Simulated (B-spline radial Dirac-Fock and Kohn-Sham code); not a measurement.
**X-ray form factors of tungsten in several charge states**

Level of theory: configuration-average Dirac-Fock orbitals; a radial finite-basis atomic code.

Configurations: W²¹⁺ [Kr] 4d10 4f7; W²³⁺ [Kr] 4d10 4f5; W²⁵⁺ [Kr] 4d10 4f3; W²⁸⁺ [Kr] 4d10; W²⁹⁺ [Kr] 4d9. The first column is f₀ of W²¹⁺, the others are differences from it.

```tsv
s (Å⁻¹)	W²¹⁺	Δ W²³⁺	Δ W²⁵⁺	Δ W²⁸⁺	Δ W²⁹⁺
0	53.000	-2.000	-4.000	-7.000	-8.000
0.1	52.473	-1.944	-3.894	-6.828	-7.807
0.2	50.943	-1.783	-3.589	-6.334	-7.252
0.3	48.549	-1.542	-3.131	-5.584	-6.408
0.4	45.499	-1.254	-2.577	-4.670	-5.376
0.5	42.034	-0.954	-1.993	-3.692	-4.267
0.7	34.801	-0.429	-0.951	-1.898	-2.215
0.9	28.351	-0.099	-0.267	-0.652	-0.770
1.1	23.388	+0.045	+0.056	-0.007	-0.009
1.4	18.622	+0.074	+0.148	+0.250	+0.291
```

Values without a named source are computed, but for edge energies of neutral atoms, which are taken from tables.
